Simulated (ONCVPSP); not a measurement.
Ga ONCV: all-electron and pseudo phase curves

ONCVPSP 4.0.1 input, shortened (lines: element, Z, core and valence counts, functional; n l f; lmax; l rc ep ncon nbas qcut; lloc lpopt rc5 dvloc0; l nproj debl; icmod fcfact rcfact), PBE, scalar-relativistic:

```
  Ga 31.00    3    5        4      upf
    1    0    2.00
    2    0    2.00
    2    1    6.00
    3    0    2.00
    3    1    6.00
    3    2   10.00
    4    0    2.00
    4    1    1.00
    2
    0    1.25    0.00    4    7   10.10
    1    1.20    0.00    4    9   14.60
    2    1.25    0.00    3    8   11.40
    4    5    0.80    6.00
    0    2    3.80
    1    2    1.10
    2    2    2.70
    3    3.50    1.25
```

The phase is arctan(r·R′/R) of the radial function R(r), unwrapped; energies in Ha, scanned from -7 to 5 Ha. A pole is an energy at which the radial function vanishes at the test radius. The pseudo phase is shifted by a multiple of π to meet the all-electron one at the reference energy, and phase errors are pseudo minus all-electron; the curves can meet again beyond the range given. Levels narrower than the energy grid can be missing from the lists of poles.

```json
{"channel": "s", "radius (bohr)": "1.27", "reference energy (Ha)": "-0.33", "poles, all-electron": "-5.10", "poles, pseudo": "-5.10", "unbroken range about the reference energy with phases within 0.05 rad": "the whole range", "phase error 1 Ha above the reference energy (rad)": "-0.000"}
{"channel": "p", "radius (bohr)": "1.22", "reference energy (Ha)": "-0.09", "poles, all-electron": "-3.06", "poles, pseudo": "-3.06", "unbroken range about the reference energy with phases within 0.05 rad": "the whole range", "phase error 1 Ha above the reference energy (rad)": "+0.000"}
{"channel": "d", "radius (bohr)": "1.27", "reference energy (Ha)": "-0.70", "poles, all-electron": "-0.01", "poles, pseudo": "-0.01", "unbroken range about the reference energy with phases within 0.05 rad": "the whole range", "phase error 1 Ha above the reference energy (rad)": "+0.000"}
```

Phases in the s channel:

| E (Ha) | all-electron | pseudo |
| --- | --- | --- |
| -6.96 | 1.096 | 1.096 |
| -6.32 | 0.792 | 0.792 |
| -5.68 | -0.979 | -0.979 |
| -5.04 | -1.592 | -1.592 |
| -4.40 | -1.737 | -1.737 |
| -3.76 | -1.818 | -1.818 |
| -3.12 | -1.886 | -1.886 |
| -2.48 | -1.959 | -1.959 |
| -1.84 | -2.048 | -2.048 |
| -1.20 | -2.173 | -2.173 |
| -0.56 | -2.364 | -2.364 |
| 0.08 | -2.676 | -2.676 |
| 0.72 | -3.150 | -3.150 |
| 1.36 | -3.653 | -3.653 |
| 2.00 | -4.007 | -4.007 |
| 2.64 | -4.221 | -4.221 |
| 3.28 | -4.355 | -4.355 |
| 3.92 | -4.444 | -4.445 |
| 4.56 | -4.508 | -4.510 |
